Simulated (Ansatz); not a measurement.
The first iterations of a band of BClFH + FH (6 atoms, charge 0, multiplicity 1).

Computed with Ansatz 0.2.0, RKS PBE-D4/6-31G*.

```json
{"movable images": "7", "climbing image": "yes", "spring": "5.0 eV/Å²", "optimiser": "fire", "start path": "through a guess of the saddle point", "force threshold": "0.05 eV/Å", "iteration limit": "60", "end points": "relaxed"}
```

First end point:

```xyz
6
Properties=species:S:1:pos:R:3
B -0.079 0.230 0.087
H -0.264 0.922 1.045
Cl 1.615 0.036 -0.522
F -1.062 -0.104 -0.739
F -0.040 -1.597 1.201
H 0.830 -1.831 0.888
```

Last end point:

```xyz
6
Properties=species:S:1:pos:R:3
B 0.055 -0.625 -0.716
H 0.213 0.330 2.650
Cl 1.584 0.061 -1.243
F -1.092 -0.092 -1.112
F 0.038 -1.684 0.084
H 0.203 -0.334 2.298
```

| iteration | highest image above the first end (eV) | largest band force component (eV/Å) |
| --- | --- | --- |
| 1 | 19.324 | 115.830 |
| 2 | 2.093 | 18.506 |
| 3 | 1.758 | 4.989 |
| 4 | 1.667 | 4.607 |
| 5 | 1.504 | 3.290 |
| 6 | 1.300 | 2.093 |
| 7 | 1.087 | 3.754 |
| 8 | 1.054 | 1.903 |
| 9 | 0.990 | 1.535 |
| 10 | 0.902 | 1.590 |
| 11 | 0.878 | 1.349 |
| 12 | 0.833 | 1.209 |
| 13 | 0.771 | 1.142 |
| 14 | 0.754 | 1.107 |
| 15 | 0.721 | 1.043 |
| 16 | 0.676 | 0.957 |
| 17 | 0.623 | 0.857 |
| 18 | 0.567 | 0.750 |
| 19 | 0.512 | 0.636 |
| 20 | 0.459 | 0.509 |

Question: Does the band converge within its limit, and where does its top end?

Answer: It converged. It ended after 60 iterations with the highest image 0.579 eV above the first end. Neighbouring images differ by up to 1.3 eV, so the band resolves the path poorly. Another band between the same ends (7 images) ends at a top of the same energy, where a vibrational analysis finds 1 clearly imaginary mode. The orbitals stay closed-shell, which can raise the energy where a bond breaks towards radicals; this wasn't checked here.

The run took 9.6 min on 1 thread of Intel(R) Xeon(R) Platinum 8259CL CPU @ 2.50GHz (Skylake/Cascade Lake), on a shared host, peak memory 0.13 GiB.
